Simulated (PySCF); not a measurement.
**Hg⁺ (mercury, charge +1): r2SCAN calculation**

Configuration: [Xe] 4f14 5d10 6s1, 2S determinant. Computed with PySCF 2.14 in x2c-TZVPPall (11s7p7d3f1g, 97 functions), with the spin-free X2C one-electron Hamiltonian (Gaussian nucleus).

```json
{
  "Total energy": "-19625.43 hartree",
  "One-electron energy": "-26859.81 hartree",
  "Hartree (Coulomb) energy": "7612.33 hartree",
  "Exchange-correlation energy": "-377.95 hartree",
  "⟨S²⟩": "0.7521",
  "⟨L²⟩": "0.000",
  "Sum of ⟨r⟩": "43.50 bohr",
  "Sum of ⟨r²⟩": "50.42 bohr²",
  "Langevin diamagnetic susceptibility": "-39.9 ×10⁻⁶ cm³/mol",
  "Time after the integrals": "roughly 7 core-seconds"
}
```

```csv
shell,electrons,mean orbital energy (hartree),"rms radius, mean of both spins (bohr)"
1s α,1,-3048.59129,0.0187
1s β,1,-3048.59029,0.0187
2s β,1,-541.57594,0.0756
2s α,1,-541.57579,0.0756
2p β,3,-469.18488,0.0694
2p α,3,-469.18479,0.0694
3s α,1,-129.25319,0.193
3s β,1,-129.25277,0.193
3p α,3,-108.13655,0.195
3p β,3,-108.13618,0.195
3d α,5,-84.86094,0.179
3d β,5,-84.86077,0.179
4s α,1,-28.93789,0.424
4s β,1,-28.93704,0.424
4p α,3,-21.94020,0.452
4p β,3,-21.93922,0.452
4d α,5,-13.32454,0.482
4d β,5,-13.32339,0.482
5s α,1,-4.75271,0.960
5s β,1,-4.75235,0.960
4f α,7,-3.91635,0.531
4f β,7,-3.91517,0.531
5p α,3,-2.86508,1.11
5p β,3,-2.86431,1.11
5d α,5,-0.71741,1.59
5d β,5,-0.70346,1.59
6s α,1,-0.56515,2.71
```

Spin-orbit coupling, which splits the p, d and f shells strongly at this Z, is absent.

Densities and radii are taken from the X2C orbitals without a picture-change correction, which distorts them close to the nucleus.
